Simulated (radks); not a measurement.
Task: All-electron atom: the niobium ion Nb+ in [Kr] 4d4. Method: scalar-relativistic Kohn-Sham, PBE, spin-polarised, spherical densities, point nucleus; open shells are filled with parallel spins first (spin-orbit coupling, left out, can overturn this in heavy ions); computed with a radial shooting solver on a logarithmic mesh with Libxc functionals. Some entries of the table are withheld. Estimate them.

orbital,occ.,eigenvalue (hartree),<r^2> (bohr^2)
1s down,1,-691.4226,0.001757
1s up,1,-691.4220,0.001757
2s up,1,-96.90367,0.02945
2s down,1,-96.89151,0.02944
2p up,3,-86.54739,0.02318
2p down,3,-86.53852,0.02318
3s up,1,-16.35151,0.2251
3s down,1,-16.34525,0.2251
3p up,3,-12.96683,0.2315
3p down,3,-12.95982,0.2314
3d up,5,-7.43592,0.2263
3d down,5,-7.42480,0.2260
4s up,1,-2.40122,(1)
4s down,1,-2.32704,(2)
4p up,3,-1.53054,1.971
4p down,3,-1.44509,1.937
4d up,4,-0.37301,(3)
5s up,0,-0.36564,12.56
4d down,0,-0.27503,(4)
5p up,0,(5),20.44

Result: 
(1) 4s up <r^2> (bohr^2): 1.539
(2) 4s down <r^2> (bohr^2): 1.515
(3) 4d up <r^2> (bohr^2): 5.034
(4) 4d down <r^2> (bohr^2): 5.299
(5) 5p up eigenvalue (hartree): -0.22381
